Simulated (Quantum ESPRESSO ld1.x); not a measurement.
Q: All-electron atom: Ne3+ in [He] 2s2 2p3 (the NIST ground configuration). Method: scalar-relativistic Kohn-Sham, LDA (Slater exchange, Perdew-Wang correlation), spin-polarised, spherical densities, point nucleus; open shells are filled with parallel spins first; computed with ld1.x of Quantum ESPRESSO 7.5. Some entries of the table are withheld. Estimate them.

orbital,occ.,eigenvalue (eV),r(max) (bohr),<r> (bohr)
1s up,1,(1),(2),0.1588
1s down,1,(3),(4),0.1581
2s up,1,-105.690,0.6443,(5)
2s down,1,-97.6842,0.6546,(6)
2p up,3,-83.7276,0.5528,0.7436
2p down,0,-75.0390,0.5683,0.7768

A: 
(1) 1s up eigenvalue (eV): -910.151
(2) 1s up r(max) (bohr): 0.1031
(3) 1s down eigenvalue (eV): -906.059
(4) 1s down r(max) (bohr): 0.1029
(5) 2s up <r> (bohr): 0.7920
(6) 2s down <r> (bohr): 0.8131
